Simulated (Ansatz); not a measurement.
H3O3Y, SMILES [OH][Y]([OH])[OH].

Geometry: PBE0-D3(BJ)/def2-SVP. The def2 effective core potentials stand for the cores of Y; spin–orbit coupling is left out. Other conformers were not sampled.

Two levels are set side by side: PBE/def2-SVPD (Ansatz, a first-principles code) and PBE0/def2-SVPD (Ansatz). Energy differences of separate SCF runs at the same geometry; the states with an electron removed or added have multiplicity 2 and 2. Differences are taken from unrounded values.

```tsv
quantity	PBE0
vertical ionisation energy (eV)	10.01
vertical singlet–triplet gap (eV)	5.18
```

Q: What does PBE give, and how far is it from PBE0? (Estimate from the structure and the level; the computed values follow.)

A: 
```tsv
quantity	PBE	PBE minus PBE0
vertical ionisation energy (eV)	9.39	-0.62
vertical singlet–triplet gap (eV)	4.48	-0.70
```
